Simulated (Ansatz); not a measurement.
The first iterations of a band of BrH + ClFGeH2O (8 atoms, charge 0, multiplicity 1).

Level of theory: RKS PBE-D4/def2-SVP in Ansatz 0.2.0.

```yaml
movable_images: 1
climbing_image: no
spring: 5.0 eV/Å²
optimiser: quadratic models (default)
start_path: through a guess of the saddle point
force_threshold: 0.03 eV/Å
iteration_limit: 60
end_points: relaxed
```

Initial state:

```xyz
8
Properties=species:S:1:pos:R:3
Ge -0.181 -0.139 -0.101
O -0.130 0.074 1.679
H -1.021 0.099 2.081
H 1.221 0.134 -0.658
Cl -1.748 1.083 -0.925
F -0.649 -1.795 -0.398
Br 1.799 2.685 1.899
H 0.929 1.519 2.038
```

Final state:

```xyz
8
Properties=species:S:1:pos:R:3
Ge -0.114 0.644 -0.193
O 0.771 -0.304 2.070
H -0.137 -0.626 2.245
H 1.101 -0.221 -0.549
Cl -1.064 1.207 -2.065
F -1.428 -0.219 0.613
Br 0.271 2.663 0.892
H 0.821 0.515 2.602
```

| iteration | highest image above the first end (eV) | largest band force component (eV/Å) |
| --- | --- | --- |
| 1 | 2.351 | 4.924 |
| 2 | 1.320 | 2.157 |
| 3 | 0.667 | 1.779 |
| 4 | 0.389 | 2.446 |

Task: Does the band converge within its limit, and where does its top end?

Result: The forces met the threshold. It ended after 14 iterations with the highest image 0.061 eV above the first end. No image climbed, so the highest image needn't sit at the top of the path. A band with more images between the same ends climbed to 0.34 eV, so this one has probably stepped over the top. So few images can step over the top or miss a turn of the path. The orbitals stay closed-shell, which can raise the energy where a bond breaks towards radicals; this wasn't checked here.

Run time: 28 s on 4 threads of Intel(R) Xeon(R) Platinum 8259CL CPU @ 2.50GHz (Skylake/Cascade Lake), on a shared host, peak memory 0.23 GiB.
